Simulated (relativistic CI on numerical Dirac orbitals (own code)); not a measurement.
Radial Dirac CI calculation of Hf⁺.

Command:

```sh
python run_levels.py task.json out
```

Input:

```
atom Hf  Z=72  charge=1  electrons=71
nucleus A=180  rms_radius_fm=5.3470
hamiltonian dirac-coulomb  breit=on  qed=off  c_scale=1
orbitals kli  potential=per-configuration
slater_scale 1
correlation none
mixing on
grid step=0.0125 r_max=129.7
scf mixing=0.4 start=thomas-fermi max_iterations=150 tolerance=2e-08 node_fill=0.05
configurations
  [Xe] 4f14 5d 6s2
  [Xe] 4f14 5d2 6s
  [Xe] 4f14 5d3
end
```

Output:

```
SCF 1: [Xe] 4f14 5d 6s2
 iter      energy (Ha)   residual   last orbital (Ha)
    1    -15087.524852   5.62e-01     -0.43438
    2    -15088.311291   1.29e-01     -0.48651
    3    -15088.450200   6.30e-02     -0.53232
    4    -15088.475582   3.62e-02     -0.56252
    5    -15088.481666   2.25e-02     -0.58424
    6    -15088.481143   4.46e-03     -0.60884
    7    -15088.481112   4.56e-03     -0.60884
    8    -15088.481882   1.78e-03     -0.60888
    9    -15088.482216   1.13e-05     -0.60897
   10    -15088.482211   1.91e-05     -0.60897
   11    -15088.482214   7.26e-06     -0.60897
   12    -15088.482213   3.80e-07     -0.60897
   13    -15088.482213   1.97e-07     -0.60897
   14    -15088.482213   9.44e-09     -0.60897
SCF 2: [Xe] 4f14 5d2 6s
 iter      energy (Ha)   residual   last orbital (Ha)
    1    -15087.425454   6.11e-01     -0.43438
    2    -15088.265457   1.29e-01     -0.47402
    3    -15088.416752   5.89e-02     -0.50858
    4    -15088.449166   2.35e-02     -0.54150
    5    -15088.453615   6.98e-03     -0.54651
    6    -15088.451226   8.17e-03     -0.55211
    7    -15088.453547   3.04e-03     -0.55278
    8    -15088.452940   5.44e-04     -0.55268
    9    -15088.452999   1.60e-04     -0.55277
   10    -15088.453027   5.13e-06     -0.55278
   11    -15088.453026   3.09e-07     -0.55278
   12    -15088.453026   1.32e-07     -0.55278
   13    -15088.453026   4.75e-09     -0.55278
SCF 3: [Xe] 4f14 5d3
 iter      energy (Ha)   residual   last orbital (Ha)
    1    -15087.288687   6.62e-01     -0.29373
    2    -15088.177614   1.33e-01     -0.32472
    3    -15088.338258   7.22e-02     -0.37511
    4    -15088.375102   2.01e-02     -0.41350
    5    -15088.380894   1.21e-02     -0.41795
    6    -15088.379196   1.16e-03     -0.41594
    7    -15088.380275   5.32e-03     -0.41498
    8    -15088.379250   1.15e-03     -0.41460
    9    -15088.379469   2.26e-04     -0.41472
   10    -15088.379428   3.10e-05     -0.41471
   11    -15088.379433   7.09e-07     -0.41471
   12    -15088.379432   4.86e-08     -0.41471
   13    -15088.379432   8.33e-10     -0.41471
orbital energies (Ha): 4f5/2 -1.1946  4f7/2 -1.1307  5s -2.9499  5p1/2 -1.9995  5p3/2 -1.7122  5d3/2 -0.5642  5d5/2 -0.5447  6s -0.6090
configuration averages (Ha): Dirac-Coulomb, Breit, QED
  5d 6s2                      -15088.482213   15.602427    0.000000
  5d2 6s                      -15088.453026   15.601854    0.000000
  5d3                         -15088.379432   15.601299    0.000000
levels: no., configuration, term, J, E (cm-1), weight
   1 5d 6s2                 2D   3/2              0.0  0.65
   2 5d 6s2                 2D   5/2           2164.8  0.40
   3 5d2 6s                 4F   3/2           2255.0  0.90
   4 5d2 6s                 4F   5/2           3352.5  0.65
   5 5d2 6s                 4F   7/2           4226.4  0.99
   6 5d2 6s                 4F   9/2           5868.8  0.99
   7 5d2 6s                 4P   1/2          11800.5  0.98
   8 5d2 6s                 4P   3/2          12375.8  0.99
   9 5d2 6s                 4P   5/2          13015.7  0.92
  10 5d2 6s                 2F   5/2          14598.2  0.87
  11 5d2 6s                 2P   1/2          14616.1  0.57
  12 5d2 6s                 2P   3/2          15048.5  0.47
  13 5d2 6s                 2F   7/2          16516.0  0.53
  14 5d2 6s                 2G   9/2          17511.3  0.77
lowest total energy -15072.916454 Ha
end: converged
```

Against the reference input this run has: start potential thomas-fermi, QED terms off. The reference run ends at -15062.347108 Ha with Breit and QED terms.

With so few configurations and no correlation, terms lie too far apart (by 10 to 50 % or more near neutrality), their order can be wrong, and levels of other configurations are missing.
